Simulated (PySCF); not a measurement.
Cd(Br)(SiH3) (BrCdH3Si), SMILES [SiH3][Cd][Br].

Geometry optimised at PBE0-D3(BJ)/def2-SVP. The structure was generated by enumeration; whether it is a known compound was not checked. The def2 effective core potentials stand for the cores of Cd; spin–orbit coupling is left out.

Level of theory: ωB97X/def2-TZVPD (PySCF).

Symmetry labels are those of the subgroup Cs that the program uses (full group C3v).

Computed valence orbital energies around the gap with their symmetry:
| orbital | symmetry | energy (eV) |
|---|---|---|
| HOMO−7 | A" | -18.20 |
| HOMO−6 | A' | -17.67 |
| HOMO−5 | A' | -12.59 |
| HOMO−4 | A" | -12.59 |
| HOMO−3 | A' | -12.09 |
| HOMO−2 | A' | -10.33 |
| HOMO−1 | A" | -10.33 |
| HOMO | A' | -10.13 |
| LUMO | A' | 0.50 |
| LUMO+1 | A" | 0.50 |
| LUMO+2 | A' | 0.58 |
| LUMO+3 | A' | 2.02 |
